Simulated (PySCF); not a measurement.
CoO, quartet (typed; the unrestricted solution is spin-contaminated), geometry from GFN2-xTB (such geometries of metal compounds can be far from the true shape).

Here is a job for PySCF.
```python
from pyscf import gto, scf

mol = gto.M(
    atom='''
Co   -0.00000000   -0.00000000   -0.35224532
O     0.00000000    0.00000000    1.18882794
''',
    basis='3-21g',
    spin=3,
    verbose=4,
)

mf = scf.UHF(mol)
mf = mf.density_fit(auxbasis='def2-universal-jkfit')
mf.kernel()
mf.analyze()
```

### Question
Give the <S^2> at the level DF-HF/3-21G in PySCF.

### Answer
4.607

### Question
What is the computed dipole moment (DF-HF/3-21G)?

### Answer
2.28 D

### Question
Predict the HOMO energy from DF-HF/3-21G.

### Answer
-7.84 eV

### Question
What number of basis functions does DF-HF/3-21G give?

### Answer
36

### Question
What is the computed total energy (DF-HF/3-21G)?

### Answer
-1448.9617 Eh

These values belong to the state on which the SCF converged, which isn't shown to be the lowest.
